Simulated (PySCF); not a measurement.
Compound: CrI4 (triplet state).
Cartesian coordinates in Å at the PBE0-D3(BJ)/def2-SVP level; atoms count from 1:
```xyz
5
CrI4 angstrom
Cr     0.019   -0.022   -0.019
I      0.034   -0.046    2.460
I      2.353   -0.047   -0.867
I     -1.133    2.026   -0.804
I     -1.198   -2.022   -0.833
```

Method: PBE0-D3(BJ)/def2-SVP geometry optimisation, gas phase, def2 core potentials past Kr in PySCF.

(1) Which atoms are bound to Cr1, and at what distances?

(2) List the angles at Cr1.

(3) What is the shape at Cr1?

(4) What are the rotational constants (commonest isotopes, rigid rotor)?

## Answers

(1) 4 atoms: I5 2.478 Å, I4 2.478 Å, I2 2.479 Å, I3 2.483 Å.

(2) 
| angle | degrees | distance of the outer atoms (Å) |
| --- | --- | --- |
| I3–Cr1–I5 | 110.0 | 4.06 |
| I3–Cr1–I4 | 109.7 | 4.06 |
| I2–Cr1–I3 | 109.6 | 4.06 |
| I4–Cr1–I5 | 109.5 | 4.05 |
| I2–Cr1–I4 | 109.1 | 4.04 |
| I2–Cr1–I5 | 108.9 | 4.03 |

(3) Tetrahedral: angles from 108.9° to 110.0°; τ4 = (360° − α − β)/141° = 1.00 with α and β the two widest (0 for a square, 1 for a tetrahedron). Differences among atoms that Td makes equivalent are scatter left by the optimiser.

(4) A = 244.0, B = 242.8, C = 241.8 MHz: a spherical top.

Point group: Td (tolerance 0.08 Å). Charge 0, triplet. ⟨S²⟩ = 2.426 (exact for a triplet: 2.00). PBE0-D3(BJ)/def2-SVP frequencies: not computed here.
